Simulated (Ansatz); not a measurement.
Species: C2H5Si, charge 0, doublet. C2H5Si (SMILES [SiH3]C=[CH], doublet).
B3LYP-D3(BJ)/def2-TZVP minimum from Ansatz (a quantum-chemistry and plane-wave program):
```xyz
8

Si     0.9242    -0.3322    -0.1743
C     -0.6964     0.6187    -0.1783
C     -1.6919     0.2832     0.5924
H      1.1996    -0.8811    -1.5241
H      0.8295    -1.4392     0.8028
H      2.0443     0.5658     0.1969
H     -0.7867     1.4725    -0.8518
H     -1.8957    -0.4779     1.3323
```
Charge 0, spin multiplicity 2.

Total energies in cc-pV(D+d)Z, 17 correlated electrons, 7 frozen orbitals. Radicals and triplets start from unrestricted determinants; spin-orbit coupling is neglected. Correlated methods leave the cores frozen. No relativity. The UHF reference of C2H5Si ([CH]=C[SiH3], doublet) is spin-contaminated (<S^2> up to 0.17 over the pure value in the sets run).

| method | program | energy (Eh) | minus CCSDT(Q) (mEh) |
|---|---|---|---|
| HF | Ansatz | -367.50295 | 401.75 |
| MP2 | Ansatz | -367.83365 | 71.05 |
| CCSD | Ansatz | -367.88945 | 15.25 |
| CCSD(T) | Ansatz | -367.90214 | 2.56 |
| CCSDT(Q) | Ansatz | -367.90471 | 0.00 |

Rough core times of Ansatz's runs on a shared machine: CCSD(T) under 20 s, CCSDT(Q) 20 min.
